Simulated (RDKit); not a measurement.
A run for RDKit: UFF on CH4 (SMILES C).

```python
from rdkit import Chem
from rdkit.Chem import AllChem, rdDetermineBonds

blocks = [
'''5

C    -0.13230039   -0.15104245    3.79039322
H     0.84418166    0.26132314    3.53989616
H    -0.21864901   -0.24695871    4.87178049
H    -0.91310926    0.51319526    3.42231734
H    -0.24201324   -1.13205767    3.33001444
''',
]
mol = None
for b in blocks:
    f = Chem.MolFromXYZBlock(b)
    rdDetermineBonds.DetermineBonds(f, charge=0)
    mol = f if mol is None else Chem.CombineMols(mol, f)
Chem.SanitizeMol(mol)
print(Chem.MolToSmiles(Chem.RemoveHs(mol)))
ff = AllChem.UFFGetMoleculeForceField(mol, vdwThresh=100.0, ignoreInterfragInteractions=False)
e = ff.CalcEnergy()
print(f'UFF energy {e:.6f} kcal/mol')
```

Output:

```
C
UFF energy 0.542603 kcal/mol
```

The run finished.

Cost: about 0.04 core-seconds (a rough figure).
